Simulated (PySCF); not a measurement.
# Polarisability and C₆ of In⁻ (indium, charge -1)

[Kr] 4d10 5s2 5p2, high-spin 3P determinant. Computed with PySCF 2.14 in aug-cc-pVTZ-PP with one added diffuse shell each of d, f type with ECP28MDF (6s5p5d3f, 67 functions), with a scalar-relativistic core potential. Coupled (time-dependent) response in atomic units; α is the mean over directions.

```
method  mean α (bohr³)         α xx, yy, zz  C₆ (like pair)   S(−4)
   UHF           506.5  292.3, 613.6, 613.5           11270  199300
```

S(−4) is the Cauchy moment in α(ω) = α(0) + S(−4) ω² + …

Spin-orbit coupling is absent.

α(iu) at UHF:

| u (hartree) | α(iu) (bohr³) |
| --- | --- |
| 0 | 506.5 |
| 0.0500 | 276.3 |
| 0.100 | 141.1 |
| 0.200 | 60.54 |
| 0.300 | 34.53 |
| 0.500 | 16.18 |
| 0.750 | 8.738 |
| 1.00 | 5.651 |
| 1.50 | 3.043 |
| 2.00 | 1.931 |
| 3.00 | 0.9781 |
| 5.00 | 0.3882 |

For an ion, C₆ is the dispersion term alone; charge-induced terms of lower order in 1/R come first.

The components differ because the open shell of this determinant is not spherical; for a pure term their mean is the scalar polarisability.

Energies and moments cover only the electrons outside the core potential.
